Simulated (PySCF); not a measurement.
C₂H₇FSn, SMILES [CH3][SnH]([CH3])[F].

Coordinates come from a B3LYP-D3(BJ)/def2-SVP optimisation. The structure was generated by enumeration; whether it is a known compound was not checked. The def2 effective core potentials stand for the cores of Sn; spin–orbit coupling is left out.

These are C-PCM-PBE0/def2-SVP run with PySCF values and carry that method's errors.

The values are the electrostatic part of the solvation free energy, E(continuum) − E(gas) at the gas-phase geometry, in a cavity of scaled van der Waals radii (PySCF's table); cavitation and dispersion terms are not included. A continuum can't describe solvent molecules that bind to the metal. In vacuum the orbital gap is 8.53 eV. The dipole moment in vacuum is 3.18 D.

Computed values in water (ε = 78.36), chlorobenzene (ε = 5.70), N,N-dimethylformamide (ε = 37.22):
```
solvent                    ε  ΔG(elec) (kcal/mol)  dipole (D)  gap (eV)
---------------------  -----  -------------------  ----------  --------
water                  78.36                 -5.2        3.93      8.35
chlorobenzene           5.70                 -4.3        3.78      8.39
N,N-dimethylformamide  37.22                 -5.2        3.92      8.36
```
